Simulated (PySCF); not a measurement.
Species: C6H5FN2.
SMILES with atom numbers: `[H]/[N:1]=[CH:2]\[c:3]1[cH:4][cH:5][c:6]([F:7])[cH:8][n:9]1` (hydrogens: H10 on N1; H11 on C2; H12 on C4; H13 on C5; H14 on C8)

The geometry is computed with GFN2-xTB (gas phase).

(1) What internal coordinates does the optimisation give?

## Answers

(1) 
```csv
bond,length (Å)
N1=C2,1.256
C2–C3,1.473
C3–C4,1.396
C4–C5,1.383
C5–C6,1.386
C6–F7,1.343
C6–C8,1.389
C8–N9,1.314
C3–N9,1.333
N1–H10,1.021
C2–H11,1.087
C4–H12,1.079
C5–H13,1.079
C8–H14,1.081
```

A selection of angles:
```csv
angle,degrees
C2–N1–H10,113.0
N1–C2–C3,126.3
N1–C2–H11,117.7
C3–C2–H11,116.1
C2–C3–C4,121.6
C2–C3–N9,116.1
C4–C3–N9,122.3
C3–C4–C5,118.9
C3–C4–H12,120.3
C5–C4–H12,120.7
C4–C5–C6,117.5
C4–C5–H13,122.1
C6–C5–H13,120.4
C5–C6–F7,119.9
C5–C6–C8,120.2
F7–C6–C8,119.9
C6–C8–N9,121.8
C6–C8–H14,121.2
N9–C8–H14,117.1
C3–N9–C8,119.3
```

Dihedral angles: N1–C2–C3–C4 180° (antiperiplanar); H10–N1–C2–C3 0° (synperiplanar).

The 9 heavy atoms lie in one plane (0.001 Å rms). The 3 C–N bonds span 1.256 Å (N1=C2, drawn double) to 1.333 Å (C3–N9, aromatic), a spread of 0.077 Å. The 6-membered ring C3–C4–C5–C6–C8–N9 has internal angles of 117.5° to 122.3° (sum 720°, against 720° for a flat polygon); it is planar, 0.00 Å rms from its mean plane, widest ring torsion 0°. The C–C distances run from 1.383 Å (C4–C5, aromatic) to 1.473 Å (C2–C3, drawn single), a spread of 0.090 Å. Of the pairs four or more bonds apart, those above aside, H11···H12 is among the closest relative to their van der Waals radii: 2.47 Å, 103 % of the sum of Bondi's values. H10 on N1 lies 2.38 Å from N9, 4 bonds away (angle at H 104°; Bondi radii sum to 2.75 Å).

Point group: Cs (every atom within 0.08 Å of its image). No GFN2-xTB frequencies stand behind this structure, so it isn't proved a minimum. The numbers are those of one conformer.
